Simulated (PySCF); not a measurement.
Nuclear quadrupole coupling in `CC(C)[C@@]([SiH3])(CF)CCl`

C6H14ClFSi.
Cartesian coordinates in Å at the GFN2-xTB level; atoms count from 1:
```xyz
23
C6H14ClFSi angstrom
C     -1.627    0.909   -0.855
C     -0.885    0.332    0.350
C     -1.732   -0.797    0.948
C      0.573   -0.061    0.005
Si     1.698    1.517   -0.012
C      1.148   -0.965    1.092
F      2.525   -0.987    0.996
C      0.758   -0.738   -1.342
Cl    -0.157   -2.267   -1.555
H     -2.576    1.330   -0.530
H     -1.056    1.698   -1.337
H     -1.840    0.130   -1.582
H     -0.821    1.120    1.112
H     -2.732   -0.418    1.151
H     -1.318   -1.160    1.885
H     -1.821   -1.631    0.259
H      1.807    1.965    1.374
H      2.998    1.191   -0.584
H      1.059    2.555   -0.820
H      0.815   -2.003    0.999
H      0.922   -0.583    2.092
H      0.454   -0.092   -2.164
H      1.804   -1.016   -1.471
```

Field gradients from the PBE0/pcSseg-1 density (PySCF, non-relativistic), principal values in atomic units, ordered |Vxx| ≤ |Vyy| ≤ |Vzz|:

| atom | Vxx | Vyy | Vzz |
| --- | --- | --- | --- |
| Cl9 | -1.8391 | -1.9494 | 3.7886 |

Find the asymmetry η = (Vxx − Vyy)/Vzz and the couplings χ = eQV/h (234.96 MHz × Q in barn × V in au), with Q(35Cl) = −0.0817 b.

```json
{"atom": "Cl9", "environment": "alkyl chlorine", "nucleus": "35Cl", "η": "0.03", "χzz (MHz)": "-72.73", "χxx (MHz)": "35.31", "χyy (MHz)": "37.42"}
```

The gradient is axial or nearly so (η below 0.05) at Cl9. The tensor is traceless: Vxx + Vyy + Vzz = 0.

What is Vzz at Cl9 in SI units (1 au = 9.71736 × 10²¹ V/m²)?

3.7886 au = 36.815 × 10²¹ V/m².

And the gradient at the other heavy atoms, for which no coupling is worked out here?

```json
{"atom": "C1", "environment": "methyl carbon", "Vzz (au)": "0.061", "η": "0.17"}
{"atom": "C2", "environment": "sp3 CH carbon", "Vzz (au)": "0.080", "η": "0.43"}
{"atom": "C3", "environment": "methyl carbon", "Vzz (au)": "0.080", "η": "0.72"}
{"atom": "C4", "environment": "sp3 carbon bound to silicon", "Vzz (au)": "-0.073", "η": "0.90"}
{"atom": "Si5", "environment": "SiH3 silicon", "Vzz (au)": "0.212", "η": "0.40"}
{"atom": "C6", "environment": "sp3 C–F carbon", "Vzz (au)": "0.560", "η": "0.16"}
{"atom": "F7", "environment": "alkyl fluorine", "Vzz (au)": "2.969", "η": "0.04"}
{"atom": "C8", "environment": "sp3 C–Cl carbon", "Vzz (au)": "0.503", "η": "0.13"}
```

Were the hydrogens deuterons (Q(2H) = 0.00286 b), χzz would run from 110 kHz (H19 and H17) to 213 kHz (H15).

Geometry: GFN2-xTB, one conformer, isolated molecule. GFN2-xTB bond lengths can be off by several hundredths of an ångström, more for odd bonds, and the gradients follow them. The basis is small and wasn't made for field gradients, so the couplings can be 20 % off.
